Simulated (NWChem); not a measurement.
# C3H9O2Si, doublet; SMILES C[Si]([O])(OC)C

```xyz
15

C     -0.0133     2.3009     0.2880
O     -0.3651     1.1735    -0.5021
Si     0.1294    -0.3798    -0.1935
C     -0.4177    -0.9773     1.5192
C     -0.5637    -1.4125    -1.5972
O      1.7915    -0.5443    -0.0861
H      1.0747     2.3933     0.3951
H     -0.3935     3.1965    -0.2124
H     -0.4632     2.2453     1.2889
H     -0.1650    -2.0321     1.6634
H     -1.5061    -0.8629     1.5984
H      0.0475    -0.4007     2.3246
H     -0.1426    -1.1020    -2.5588
H     -0.3354    -2.4726    -1.4466
H     -1.6514    -1.2910    -1.6517
```
Atoms are numbered in this order, from 1.

Computed with NWChem. Pople sets run with spherical d functions. Spin-unrestricted. Geometry: optimised at B3LYP/6-31G* (spherical d), spin-unrestricted. No stability test was run on the SCF state. Vzz is the largest principal value of the second derivative of the potential at the nucleus (NWChem prints the opposite sign); η is the asymmetry. Non-relativistic.

For level CAM-B3LYP/6-31G*:

```yaml
Vzz O2 (a.u.): 1.553
Vzz O6 (a.u.): 2.322
```

Q: What are these values for level PBE/6-31G*?

A: The vzz O2 (a.u.) comes out as 1.522. The vzz O6 (a.u.) is 1.951.
